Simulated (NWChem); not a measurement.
Species: C$_{2}$BrClF$_{2}$; SMILES F/C(Cl)=C(\F)Br

```xyz
6

F      1.0800    -2.2728     0.0000
C      0.2590    -1.2417     0.0000
Cl    -1.3933    -1.6455     0.0000
C      0.7478     0.0064     0.0000
F      2.0525     0.1997     0.0000
Br    -0.2810     1.5529     0.0000
```
Atoms are numbered in this order, from 1.

All runs: NWChem. Structure relaxed at the PBE0/def2-SVP level. Level: PBE/def2-SVP with SMD (1 M gas to 1 M solution), gas-phase geometry.

Problem. Predict the results for solvent n-hexane. Quantities: solvation free energy (kcal/mol); cavity-dispersion-structure term (kcal/mol); dipole in solution (D).

Solution. 
| Item | Value |
|---|---|
| solvation free energy (kcal/mol) | -2.0 |
| cavity-dispersion-structure term (kcal/mol) | -1.8 |
| dipole in solution (D) | 0.79 |
